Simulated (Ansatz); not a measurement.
`[SiH3]C[O][SbH2]` + NH₃ → `NC[O][SbH2]` + SiH₄ at 400 K and 1 bar (substitution at a C–Si bond).

Program: Ansatz. Geometries: PBE0-D4/def2-TZVP. ΔE: electronic, gas phase. CCSD(T)/CBS is the MP2 limit (def2-TZVPP, def2-QZVPP) plus CCSD(T) − MP2 in def2-TZVPP, frozen cores. This one scheme is used for every species. Elements past krypton have def2 core potentials. For Sb outer-core shells are correlated without core-valence functions, which leaves a few kJ/mol of doubt a bond. Each species was taken in one conformer, which may not be the lowest.

```csv
species,CCSD(T)/CBS energy (Eh),H − E (kJ/mol),S (J/(mol·K))
`[SiH3]C[O][SbH2]`,-646.49267,217.4,407.2
NH₃,-56.50880,104.2,203.1
`NC[O][SbH2]`,-411.53245,221.8,360.5
SiH₄,-291.46306,96.9,218.6
```

H − E and S are ideal-gas, rigid-rotor, harmonic terms from PBE0-D4/def2-TZVP, for one conformer and one mirror image of each species. 1 Eh = 2625.50 kJ/mol, R = 8.31446 J/(mol·K).

**Question.** By hand: ΔE, ΔH, ΔS and ΔG.

**Answer.** ΔE = (-411.53245) + (-291.46306) − (-646.49267) − (-56.50880) = 0.00596 Eh = 15.6 kJ/mol. Δ(H − E) = 221.8 + 96.9 − 217.4 − 104.2 = -2.9, so ΔH = 12.7 kJ/mol. ΔS = 360.5 + 218.6 − 407.2 − 203.1 = -31.2 J/(mol·K). ΔG = 12.7 − 400 × (-31.2)/1000 = 25.2 kJ/mol.

**Question.** By hand: the equilibrium constant, and the temperature at which ΔG would vanish if ΔH and ΔS stayed fixed.

**Answer.** log₁₀ K = −ΔG/(RT ln 10) = -3.3. ΔH and −TΔS have one sign here, so there is no such temperature.

TΔS isn't small against ΔH here. A doubt of 5 kJ/mol in ΔE shifts log₁₀ K by 0.7 here. Other conformers and mirror images would add mixing entropy, several J/(mol·K) or more a flexible species. Modes under 60 cm⁻¹, often nearly free rotors, make the harmonic entropy too high. These are equilibria of isolated gas molecules and say nothing of rates. Largest T1 diagnostic: 0.014 (customary marks: 0.02 for closed shells, 0.045 for open ones).
